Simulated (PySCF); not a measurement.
Partial charges of silicon tetrafluoride

Silicon tetrafluoride, SiF₄.
Structure used (GFN2-xTB), in Å, numbered top down from 1:
```xyz
5
SiF4 angstrom
F     -1.255   -0.028   -0.937
Si     0.002    0.001   -0.003
F      1.290   -0.258   -0.855
F      0.107    1.401    0.690
F     -0.135   -1.113    1.089
```

Density: PBE0/pcSseg-1 (PySCF); schemes: Mulliken, IAO, Hirshfeld and ESP-fitted. Geometry: GFN2-xTB; no solvent, vibrations or thermal averaging.

Atoms with like bonding are taken together and averaged. Do the Mulliken, IAO, Hirshfeld and ESP-fitted schemes agree on where the charge is lowest?

All schemes agree: Mulliken F1/F3/F4/F5 (-0.381); IAO F1/F3/F4/F5 (-0.504); Hirshfeld F1/F3/F4/F5 (-0.173); ESP-fitted F1/F3/F4/F5 (-0.307).

Do the Mulliken, IAO, Hirshfeld and ESP-fitted schemes agree on where the charge is highest?

All schemes agree: Mulliken Si2 (+1.525); IAO Si2 (+2.018); Hirshfeld Si2 (+0.692); ESP-fitted Si2 (+1.226).

For which atoms does the sign change between the 4 schemes (beyond +0.03 e in one, beyond −0.03 e in another)?

For none.

What partial charge does each atom carry?

In e; atoms taken as equivalent share a row and are averaged (×n: the atom named and its like, n in all):

```
       atom             environment  Mulliken     IAO  Hirshfeld  ESP-fitted
F1/F3/F4/F5  silicon-bound fluorine    -0.381  -0.504     -0.173      -0.307
        Si2  fluorine-bound silicon    +1.525  +2.018     +0.692      +1.226
```

Mean size of the charges over all atoms: IAO 0.807 e, Mulliken 0.610 e, ESP-fitted 0.491 e, Hirshfeld 0.277 e. Each set sums to the total charge, 0, to within 0.001 e. The ESP scheme is a least-squares fit of atom-centred charges to the potential on four shells outside the van der Waals surface, with the total charge fixed. The Mulliken scheme counts on each atom the diagonal of the density matrix times the overlap matrix over that atom's basis functions.

How many electrons does the IAO scheme count on F5?

Its own charge is -0.504 e, so Z − q = 9.504.

Sum the charges by element, for elements with more than one atom.

| element | atoms | Mulliken | IAO | Hirshfeld | ESP-fitted |
| --- | --- | --- | --- | --- | --- |
| F | 4 | -1.525 | -2.018 | -0.691 | -1.226 |
